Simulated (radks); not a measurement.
In, 49 electrons, occupied as [Kr] 4d9 5s1.5 5p2.5 (fractional occupations, a model configuration). All-electron calculation, scalar-relativistic Kohn-Sham, PBE, spin-unpolarised, spherical densities, finite nucleus; Fermi nuclear charge, rms radius 4.6156 fm. Program: a radial shooting solver on a logarithmic mesh with Libxc functionals.

Radial electron density D(r) = 4 pi r^2 rho(r):

| r (bohr) | D(r) (e/bohr) |
|---|---|
| 0.002873 | 8.681 |
| 0.003318 | 10.87 |
| 0.003863 | 13.69 |
| 0.004461 | 16.89 |
| 0.005193 | 20.88 |
| 0.005998 | 25.25 |
| 0.006927 | 30.17 |
| 0.008064 | 35.86 |
| 0.009313 | 41.55 |
| 0.01084 | 47.58 |
| 0.01252 | 52.96 |
| 0.01446 | 57.57 |
| 0.01683 | 61.13 |
| 0.01944 | 62.87 |
| 0.02263 | 62.81 |
| 0.02614 | 61.11 |
| 0.03019 | 58.43 |
| 0.03514 | 55.65 |
| 0.04058 | 54.39 |
| 0.04725 | 55.79 |
| 0.05456 | 60.20 |
| 0.06352 | 67.39 |
| 0.07336 | 74.63 |
| 0.08472 | 79.58 |
| 0.09863 | 79.81 |
| 0.1139 | 74.65 |
| 0.1326 | 65.69 |
| 0.1531 | 57.95 |
| 0.1769 | 54.81 |
| 0.2059 | 57.62 |
| 0.2378 | 63.04 |
| 0.2768 | 65.60 |
| 0.3197 | 60.66 |
| 0.3722 | 48.01 |
| 0.4298 | 33.86 |
| 0.4964 | 23.36 |
| 0.5779 | 19.19 |
| 0.6674 | 20.08 |
| 0.7769 | 21.69 |
| 0.8973 | 20.80 |
| 1.036 | 17.25 |
| 1.206 | 12.29 |
| 1.393 | 8.119 |
| 1.622 | 5.109 |
| 1.873 | 3.467 |
| 2.163 | 2.558 |
| 2.518 | 1.956 |
| 2.908 | 1.494 |
| 3.386 | 1.049 |
| 3.91 | 0.6820 |
| 4.552 | 0.3856 |
| 5.257 | 0.1996 |
| 6.072 | 0.09121 |
| 7.068 | 0.03409 |
| 8.163 | 0.01120 |
| 9.503 | 0.002757 |
| 10.97 | 0.0005720 |

D(r) has 4 maxima, at r = 0.0209, 0.0918, 0.272, 0.802 bohr, and minima at 0.0409, 0.177, 0.592 bohr, inside which lie 2.00, 11.12, 28.96 electrons.
